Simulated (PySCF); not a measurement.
Spinor energies of Zr³⁺ (zirconium, charge +3)

Start: [Kr] 5p1; 5p3/2 filled at m_j = +3/2. Calculated with PySCF 2.14 in x2c-TZVPall-2c with one added diffuse shell each of s, p, d type (9s10p8d1f, 86 functions): generalised Hartree-Fock with the X2C-1e Hamiltonian and a Gaussian nucleus; one run each with spin-orbit coupling (SO) switched off, then screened by Boettger's factors. This is a chosen level, not necessarily the ground level.

```json
{"spinor shell": "1s1/2", "electrons": "2", "ε, spin-free (eV)": "-18131.7", "ε, screened SO (eV)": "-18130.9", "weight of nominal j (screened SO)": "1.000", "rms radius, screened SO (bohr)": "0.0426"}
{"spinor shell": "2s1/2", "electrons": "2", "ε, spin-free (eV)": "-2613.7", "ε, screened SO (eV)": "-2613.5", "weight of nominal j (screened SO)": "1.000", "rms radius, screened SO (bohr)": "0.176"}
{"spinor shell": "2p1/2", "electrons": "2", "ε, spin-free (eV)": "-2328.3", "ε, screened SO (eV)": "-2387.5", "weight of nominal j (screened SO)": "1.000", "rms radius, screened SO (bohr)": "0.154"}
{"spinor shell": "2p3/2", "electrons": "4", "ε, spin-free (eV)": "-2328.3", "ε, screened SO (eV)": "-2300.4", "weight of nominal j (screened SO)": "1.000", "rms radius, screened SO (bohr)": "0.158"}
{"spinor shell": "3s1/2", "electrons": "2", "ε, spin-free (eV)": "-487.85", "ε, screened SO (eV)": "-487.83", "weight of nominal j (screened SO)": "1.000", "rms radius, screened SO (bohr)": "0.487"}
{"spinor shell": "3p1/2", "electrons": "2", "ε, spin-free (eV)": "-392.19", "ε, screened SO (eV)": "-402.05", "weight of nominal j (screened SO)": "1.000", "rms radius, screened SO (bohr)": "0.488"}
{"spinor shell": "3p3/2", "electrons": "4", "ε, spin-free (eV)": "-392.19", "ε, screened SO (eV)": "-387.57", "weight of nominal j (screened SO)": "1.000", "rms radius, screened SO (bohr)": "0.499"}
{"spinor shell": "3d3/2", "electrons": "4", "ε, spin-free (eV)": "-234.88", "ε, screened SO (eV)": "-236.44", "weight of nominal j (screened SO)": "1.000", "rms radius, screened SO (bohr)": "0.493"}
{"spinor shell": "3d5/2", "electrons": "6", "ε, spin-free (eV)": "-234.88", "ε, screened SO (eV)": "-233.85", "weight of nominal j (screened SO)": "1.000", "rms radius, screened SO (bohr)": "0.496"}
{"spinor shell": "4s1/2", "electrons": "2", "ε, spin-free (eV)": "-100.40", "ε, screened SO (eV)": "-100.42", "weight of nominal j (screened SO)": "1.000", "rms radius, screened SO (bohr)": "1.28"}
{"spinor shell": "4p1/2", "electrons": "2", "ε, spin-free (eV)": "-72.071", "ε, screened SO (eV)": "-73.428", "weight of nominal j (screened SO)": "0.997", "rms radius, screened SO (bohr)": "1.40"}
{"spinor shell": "4p3/2", "electrons": "4", "ε, spin-free (eV)": "-72.071", "ε, screened SO (eV)": "-71.468", "weight of nominal j (screened SO)": "0.998", "rms radius, screened SO (bohr)": "1.42"}
{"spinor shell": "5p3/2", "electrons": "1", "ε, spin-free (eV)": "-23.354", "ε, screened SO (eV)": "-23.262", "weight of nominal j (screened SO)": "1.000", "rms radius, screened SO (bohr)": "3.66"}
```

```
   quantity    spin-free  screened SO
E (hartree)  -3594.17158  -3594.51515
        M_J          3/2          3/2
       ⟨J²⟩        3.750        3.750
       ⟨L²⟩        2.000        2.007
       ⟨S²⟩        0.750        0.756
```

Each row is a mean over spinors that exchange with the open shell spreads, by up to 0.510 eV (4p3/2).

Breit and QED terms are absent; they matter most for the inner s and p1/2 levels.

Densities and radii are taken from the X2C orbitals without a picture-change correction, which distorts them close to the nucleus.

Without spin-orbit coupling the j labels of p, d and f shells carry no meaning; the spin-free column gives the mean over the occupied spinors of each nl shell.
